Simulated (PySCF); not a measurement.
Isomers of C8H17N, one GFN2-xTB conformer each. Single-point energies are computed at PBE0/pcSseg-1 (PySCF, gas phase, no added dispersion term), electronic only.

```json
{"SMILES": "CCCC(C)(C)N1CC1", "GFN2-xTB relative energy (kJ/mol)": "91.3"}
{"SMILES": "CN(C)C1CCCCC1", "GFN2-xTB relative energy (kJ/mol)": "0.0"}
{"SMILES": "C=C[C@@H](C)[C@@H](C)CCN", "GFN2-xTB relative energy (kJ/mol)": "156.5"}
{"SMILES": "[H]/N=C/[C@@H](CC)C(C)(C)C", "GFN2-xTB relative energy (kJ/mol)": "104.1"}
{"SMILES": "CC1CN(C(C)(C)C)C1", "GFN2-xTB relative energy (kJ/mol)": "56.3"}
{"SMILES": "CCCCN1CCCC1", "GFN2-xTB relative energy (kJ/mol)": "15.1"}
{"SMILES": "CC(C)(C)[C@@H]1CC[C@@H]1N", "GFN2-xTB relative energy (kJ/mol)": "86.7"}
{"SMILES": "C=C(C)C[C@@H](C)N(C)C", "GFN2-xTB relative energy (kJ/mol)": "117.6"}
{"SMILES": "C=C[C@@H](CC)[C@@H](C)NC", "GFN2-xTB relative energy (kJ/mol)": "136.2"}
```

Conformers: `[CH3:1][CH2:2][CH2:3][C:4]([CH3:5])([CH3:6])[N:7]1[CH2:8][CH2:9]1` with C1–C2–C3–C4 171°, C2–C3–C4–C5 180°, C3–C4–N7–C8 -158°; `[CH3:1][N:2]([CH3:3])[CH:4]1[CH2:5][CH2:6][CH2:7][CH2:8][CH2:9]1` with C1–N2–C4–C5 72°, N2–C4–C5–C6 172°, C4–C5–C6–C7 59°, C5–C6–C7–C8 -57°, C6–C7–C8–C9 57°; `[CH2:1]=[CH:2][C@@H:3]([CH3:4])[C@@H:5]([CH3:6])[CH2:7][CH2:8][NH2:9]` with C1–C2–C3–C4 114°, C2–C3–C5–C6 57°, C3–C5–C7–C8 -58°, C5–C7–C8–N9 -172°, C7–C8–N9–H -62° and 180°; `[H]/[N:5]=[CH:4]/[C@@H:3]([CH2:2][CH3:1])[C:6]([CH3:7])([CH3:8])[CH3:9]` with C1–C2–C3–C4 -68°, C2–C3–C4–N5 117°; `[CH3:1][CH:2]1[CH2:3][N:4]([C:5]([CH3:6])([CH3:7])[CH3:8])[CH2:9]1` with C1–C2–C3–N4 -131°, C2–C3–N4–C5 144°, C3–N4–C9–C2 -13°, C1–C2–C9–N4 131°; `[CH3:1][CH2:2][CH2:3][CH2:4][N:5]1[CH2:6][CH2:7][CH2:8][CH2:9]1` with C1–C2–C3–C4 178°, C2–C3–C4–N5 171°, C3–C4–N5–C6 69°, C4–N5–C6–C7 164°, N5–C6–C7–C8 -17°, C6–C7–C8–C9 -9°, C7–C8–C9–N5 32°; `[CH3:1][C:2]([CH3:3])([CH3:4])[C@@H:5]1[CH2:6][CH2:7][C@@H:8]1[NH2:9]` with C7–C8–N9–H 81° and -37°, C2–C5–C6–C7 -145°, C5–C6–C7–C8 15°, C6–C7–C8–N9 104°, C2–C5–C8–C7 143°; `[CH2:1]=[C:2]([CH3:3])[CH2:4][C@@H:5]([CH3:6])[N:7]([CH3:8])[CH3:9]` with C1–C2–C4–C5 -103°, C2–C4–C5–C6 69°, C4–C5–N7–C8 -74°; `[CH2:1]=[CH:2][C@@H:3]([CH2:4][CH3:5])[C@@H:6]([CH3:7])[NH:8][CH3:9]` with C1–C2–C3–C4 116°, C2–C3–C4–C5 -68°, C2–C3–C6–C7 56°, C3–C6–N8–C9 162°.

Task: What does PBE0/pcSseg-1 give for the same structures?

Result: 
```tsv
SMILES	PBE0/pcSseg-1 E (Eh)	PBE0/pcSseg-1 (kJ/mol)	GFN2-xTB (kJ/mol)	point group
CN(C)C1CCCCC1	-369.33691	0.0	0.0	C1
CCCCN1CCCC1	-369.33532	4.2	15.1	C1
[H]/N=C/[C@@H](CC)C(C)(C)C	-369.32612	28.3	104.1	C1
CC(C)(C)[C@@H]1CC[C@@H]1N	-369.31643	53.8	86.7	C1
CC1CN(C(C)(C)C)C1	-369.31218	64.9	56.3	Cs
C=C[C@@H](C)[C@@H](C)CCN	-369.31109	67.8	156.5	C1
C=C[C@@H](CC)[C@@H](C)NC	-369.30771	76.7	136.2	C1
C=C(C)C[C@@H](C)N(C)C	-369.30312	88.7	117.6	C1
CCCC(C)(C)N1CC1	-369.30015	96.5	91.3	C1
```

Both levels put the same isomer lowest; measured from each level's own lowest isomer, the values differ by up to 88.7 kJ/mol (C=C[C@@H](C)[C@@H](C)CCN: 156.5 against 67.8). As drawn, the highest has a three-membered ring, which the lowest lacks. Neighbours under 10 kJ/mol apart (CN(C)C1CCCCC1 and CCCCN1CCCC1; CC1CN(C(C)(C)C)C1 and C=C[C@@H](C)[C@@H](C)CCN; C=C[C@@H](C)[C@@H](C)CCN and C=C[C@@H](CC)[C@@H](C)NC; C=C(C)C[C@@H](C)N(C)C and CCCC(C)(C)N1CC1) can change places with a better method, another conformer or zero-point energy.

Task: Which frontier levels, dipoles and rotational constants go with these structures?

Result: 
| SMILES | HOMO (eV, PBE0/pcSseg-1) | LUMO (eV) | dipole (D) | A, B, C (MHz) |
| --- | --- | --- | --- | --- |
| CN(C)C1CCCCC1 | -5.79 | 1.47 | 0.62 | 2989, 1046, 942.4 |
| CCCCN1CCCC1 | -6.07 | 1.45 | 0.49 | 4856, 643.8, 596.0 |
| [H]/N=C/[C@@H](CC)C(C)(C)C | -7.17 | 0.10 | 1.74 | 1938, 1285, 973.5 |
| CC(C)(C)[C@@H]1CC[C@@H]1N | -6.56 | 1.17 | 1.33 | 2343, 1304, 1095 |
| CC1CN(C(C)(C)C)C1 | -5.81 | 1.40 | 0.76 | 2975, 1023, 985.1 |
| C=C[C@@H](C)[C@@H](C)CCN | -6.69 | 0.50 | 1.22 | 2645, 847.6, 754.6 |
| C=C[C@@H](CC)[C@@H](C)NC | -6.20 | 0.50 | 1.12 | 2110, 1079, 768.5 |
| C=C(C)C[C@@H](C)N(C)C | -5.90 | 0.57 | 0.63 | 2881, 870.9, 812.5 |
| CCCC(C)(C)N1CC1 | -6.43 | 1.48 | 1.07 | 2268, 1093, 940.9 |

Task: As an exercise, what shares would exp(−E/RT) give at 298.15 K from these electronic energies alone (no entropy, no degeneracies)?

Result: RT = 2.479 kJ/mol: CN(C)C1CCCCC1 84.4 %, CCCCN1CCCC1 15.6 %, [H]/N=C/[C@@H](CC)C(C)(C)C under 0.1 %, CC(C)(C)[C@@H]1CC[C@@H]1N under 0.1 %, CC1CN(C(C)(C)C)C1 under 0.1 %, C=C[C@@H](C)[C@@H](C)CCN under 0.1 %, C=C[C@@H](CC)[C@@H](C)NC under 0.1 %, C=C(C)C[C@@H](C)N(C)C under 0.1 %, CCCC(C)(C)N1CC1 under 0.1 %.
